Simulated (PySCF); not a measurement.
HIPb, neutral, multiplicity 1. Atoms are numbered in the order given.

```xyz
3

Pb     0.0233     1.1065     0.0000
H     -1.8312     1.2321     0.0000
I     -0.0015    -1.7352     0.0000
```

Geometry optimised at B3LYP-D3(BJ)/def2-TZVP. The def2 effective core potentials stand for the cores of I, Pb; spin–orbit coupling is left out.

All values below come from M06-2X/def2-TZVPD in PySCF.

Mulliken values depend strongly on the basis, most of all with diffuse functions as here. ESP charges are fitted to the potential on shells at 1.4 to 2.0 van der Waals radii. Atomic charges (e):

```csv
atom,ESP fit,Mulliken
Pb1,0.47,0.39
H2,-0.16,-0.07
I3,-0.31,-0.32
```
